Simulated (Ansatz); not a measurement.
A nudged elastic band was laid between two geometries of CH6BFSSi (11 atoms, charge 0, multiplicity 1).

Computed with RKS PBE/def2-SVP (Ansatz 0.2.0).

- movable images: 7
- climbing image: yes
- spring: 5.0 eV/Å²
- optimiser: quadratic models (default)
- start path: through a guess of the saddle point
- force threshold: 0.05 eV/Å
- iteration limit: 60
- end points: relaxed

Image 0:

```xyz
11
Properties=species:S:1:pos:R:3
B -0.704 1.724 1.452
C -0.466 0.633 0.362
S 1.060 -0.383 0.583
Si 0.909 -1.686 -1.098
F 1.169 -0.905 -2.521
H 0.133 2.017 2.284
H -1.761 2.329 1.423
H -0.405 1.213 -0.593
H -1.367 -0.010 0.241
H -0.474 -2.264 -1.197
H 1.971 -2.726 -0.916
```

Image 8:

```xyz
11
Properties=species:S:1:pos:R:3
B -0.731 1.710 1.453
C -0.238 0.771 0.308
S 0.153 -0.960 0.820
Si 0.742 -1.789 -1.054
F -0.523 -1.933 -2.093
H -1.004 1.302 2.564
H -0.881 2.889 1.190
H 0.612 1.233 -0.243
H -1.082 0.770 -0.426
H 1.285 -3.153 -0.756
H 1.734 -0.897 -1.743
```

Problem. Which bonds break or form, and what moves?

Solution. No bond is made or broken. The dihedral C2–S3–Si4–H11 goes from -171 to 49°. The two ends are copies of one structure, up to a mirror image or an exchange of like atoms.

Problem. What energy profile does the band end with?

Solution. The forces met the threshold. The highest image is number 4 of 0 to 8, 0.150 eV above the ends, which have the same energy within 2 meV. A vibrational analysis at the climbing image gives one clearly imaginary mode, 110i cm⁻¹, and a faint second one (31i cm⁻¹) that may be numerical noise or a soft torsion: probably a first-order saddle point.

```json
{"image": "0", "path coordinate (Å)": "0.00", "energy (eV)": "0.000", "dihedral C2–S3–Si4–H11 (°)": "-171"}
{"image": "1", "path coordinate (Å)": "0.62", "energy (eV)": "0.014", "dihedral C2–S3–Si4–H11 (°)": "174"}
{"image": "2", "path coordinate (Å)": "1.24", "energy (eV)": "0.058", "dihedral C2–S3–Si4–H11 (°)": "157"}
{"image": "3", "path coordinate (Å)": "1.86", "energy (eV)": "0.117", "dihedral C2–S3–Si4–H11 (°)": "139"}
{"image": "4", "path coordinate (Å)": "2.49", "energy (eV)": "0.150", "dihedral C2–S3–Si4–H11 (°)": "119"}
{"image": "5", "path coordinate (Å)": "3.10", "energy (eV)": "0.120", "dihedral C2–S3–Si4–H11 (°)": "99"}
{"image": "6", "path coordinate (Å)": "3.71", "energy (eV)": "0.059", "dihedral C2–S3–Si4–H11 (°)": "81"}
{"image": "7", "path coordinate (Å)": "4.32", "energy (eV)": "0.015", "dihedral C2–S3–Si4–H11 (°)": "64"}
{"image": "8", "path coordinate (Å)": "4.93", "energy (eV)": "0.000", "dihedral C2–S3–Si4–H11 (°)": "49"}
```

Problem. What is the geometry of the highest image?

Solution. 
```xyz
11
Properties=species:S:1:pos:R:3
B -0.705 1.747 1.427
C -0.334 0.750 0.287
S 0.638 -0.719 0.843
Si 0.819 -1.817 -1.005
F 0.066 -0.940 -2.176
H -0.408 1.573 2.593
H -1.333 2.742 1.111
H 0.209 1.315 -0.506
H -1.283 0.442 -0.210
H 0.143 -3.156 -0.932
H 2.253 -1.994 -1.413
```

The band took 8 iterations and about 4 core-minutes.

Run time: 2 min on 2 threads of Arm Neoverse V1, with other jobs on the host, peak memory 0.15 GiB.
